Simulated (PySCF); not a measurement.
**Dipole moment and polarisability of `C#C[C@@H]1C[SiH2]O[SiH2]1`**

C4H8OSi2.
Cartesian coordinates in Å at the PBE0-D3(BJ)/def2-SVP level; atoms count from 1:
```xyz
15
C4H8OSi2 angstrom
C      2.9526   -0.2538   -1.0668
C      1.9237   -0.1761   -0.4296
C      0.6760   -0.0540    0.2983
C     -0.3813   -1.1383   -0.0398
Si    -2.0563   -0.4702    0.5467
O     -1.7781    1.1816    0.3973
Si    -0.2038    1.6284    0.0326
H      3.8664   -0.3260   -1.6262
H      0.8943   -0.0942    1.3826
H     -0.1066   -2.1161    0.3866
H     -0.4298   -1.2717   -1.1341
H     -3.1967   -0.8928   -0.3145
H     -2.3576   -0.8100    1.9692
H      0.2798    2.6820    0.9671
H     -0.0944    2.0934   -1.3791
```

Level: wB97X-D/def2-SVPD (PySCF), static field, nuclei fixed, core orbitals frozen in the response. The polarisability tensor in these axes (au):

```
x   115.41   1.45 -14.53
y     1.45  89.49   0.54
z   -14.53   0.54  84.34
```

Task: Give the principal values, the mean and the anisotropy Δα = √{½[(α1 − α2)² + (α2 − α3)² + (α1 − α3)²]}.

Result: Principal values 78.50, 89.54 and 121.19 au; mean 96.41 au = 14.29 Å³ = 15.90 × 10⁻⁴⁰ C²·m²/J; Δα = 38.38 au (40 % of the mean).

Task: What is the dipole moment, and where does it point?

Result: (0.34, -0.96, 0.10) D, 1.02 D in size, pointing from the negative to the positive side. Measured along this direction, the outermost atoms are H14 at the negative end and H10 at the positive end.

Task: Molar refractivity from α?

Result: Lorentz–Lorenz: R = (4π/3)N_A α = 2.5225 cm³/(mol·Å³) × 14.29 Å³ = 36.0 cm³/mol, in the limit of long wavelengths.

Task: Form Σ f/ω² (atomic units) for the 10 lowest TDDFT singlets, given as eV and f, and set it beside the mean polarisability, which is this sum over all singlets: 6.24, 0.0019; 6.63, 0.0047; 6.80, 0.0036; 7.00, 0.0042; 7.27, 0.0086; 7.43, 0.0014; 7.54, 0.0405; 7.71, 0.0011; 8.02, 0.0611; 8.07, 0.0267.

Result: They add up to 1.92 au, 2.0 % of the 96.41 au; the largest single term is 0.70 au, from the state at 8.02 eV. Terms in order: 0.04, 0.08, 0.06, 0.06, 0.12, 0.02, 0.53, 0.01, 0.70, 0.30 au. Higher excitations give the rest. The strengths listed sum to 0.154.

Task: Find the Langevin capture rate constant for O2+ (31.990 u) meeting this molecule (128.011 u), k = 2.342 × 10⁻⁹ cm³/s × √(α in Å³ / reduced mass in u).

Result: The reduced mass is 25.59 u, so k = 1.75 × 10⁻⁹ cm³/s. The formula leaves out the permanent dipole, which adds to the capture rate.

The structure is a single PBE0-D3(BJ)/def2-SVP conformer in the gas phase; no vibrational or solvent corrections.
